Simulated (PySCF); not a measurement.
**Electron correlation in Ca (calcium, neutral)**

[Ar] 4s2, closed-shell 1S. All numbers are calculated (PySCF 2.14, scalar relativity by spin-free X2C-1e, in aug-cc-pVDZ-X2C (6s5p3d, 36 functions)). Frozen: [Ar]; 2 electrons correlated.

Total MP2 correlation energy: -17.55 mhartree.

Same-spin part 0.00 and opposite-spin part -17.55 mhartree; SCS-MP2 scales them by 1/3 and 6/5 to -21.06 mhartree.

With two correlated electrons CCSD is exact within the correlated space (frozen core and kept virtual orbitals).

| level | correlation energy (mhartree) |
| --- | --- |
| CCSD | -27.93 |

Diagnostics: T1 = 0.016, D1 = 0.0223, largest double amplitude 0.077.

Q: Is a single reference adequate?

A: Mostly. T1 lies below 0.03, but a double amplitude of this size points to a near-degeneracy that CCSD handles and MP2 describes poorly.
